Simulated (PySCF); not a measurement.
(1R)-1-chloro-1-fluoro-2-methylpropane (C₄H₈ClF), SMILES CC(C)[C@H](F)Cl. The structure is a stationary point at PBE0-D3(BJ)/def2-SVP. The values are those of a single conformer.

Question: Give the equilibrium geometry at PBE0-D3(BJ)/def2-SVP (PySCF confirms it by a frequency run) as Cartesian coordinates in Å. (The exact figures need the calculation; the answer reports its results.)

Answer: One answer among several that fit: 
```xyz
14

C     -0.4171     1.9316    -0.6315
C     -0.1519     0.4784    -0.9969
C     -1.4311    -0.3272    -1.1758
C      0.8000    -0.1773    -0.0127
F      1.1115    -1.4296    -0.4236
Cl     0.1060    -0.2791     1.6379
H     -0.9634     1.9996     0.3214
H      0.5173     2.5054    -0.5283
H     -1.0246     2.4167    -1.4093
H      0.4105     0.4538    -1.9491
H     -2.0482     0.1068    -1.9760
H     -2.0228    -0.3287    -0.2479
H     -1.2072    -1.3703    -1.4400
H      1.7341     0.3951     0.0973
```
Charge 0, spin multiplicity 1.
